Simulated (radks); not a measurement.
Problem. Se4+, 30 electrons, occupied as [Ar] 3d10 4s2. Method: Dirac Kohn-Sham, PBEsol, spin-unpolarised, spherical densities, finite nucleus; Fermi nuclear charge, rms radius 4.14 fm; computed with a radial shooting solver on a logarithmic mesh with Libxc functionals. Some entries of the table are withheld. Estimate them.

| orbital | occ. | eigenvalue (eV) | <1/r> (bohr^-1) | r(max) (bohr) |
|---|---|---|---|---|
| 1s1/2 | 2 | -12543.87 | 34.54 | 0.02881 |
| 2s1/2 | 2 | -1657.171 | 7.681 | (1) |
| 2p1/2 | 2 | -1492.497 | 7.648 | 0.1296 |
| 2p3/2 | 4 | -1450.771 | 7.412 | 0.1327 |
| 3s1/2 | 2 | -264.4362 | 2.500 | 0.5025 |
| 3p1/2 | 2 | -208.0813 | (2) | 0.4946 |
| 3p3/2 | 4 | -202.1910 | (3) | 0.5032 |
| 3d3/2 | 4 | -104.8415 | (4) | 0.4500 |
| 3d5/2 | 6 | -103.9359 | (5) | 0.4527 |
| 4s1/2 | 2 | -61.7400 | 0.8392 | 1.420 |

Solution. 
(1) 2s1/2 r(max) (bohr): 0.1646
(2) 3p1/2 <1/r> (bohr^-1): 2.381
(3) 3p3/2 <1/r> (bohr^-1): 2.324
(4) 3d3/2 <1/r> (bohr^-1): 2.053
(5) 3d5/2 <1/r> (bohr^-1): 2.038
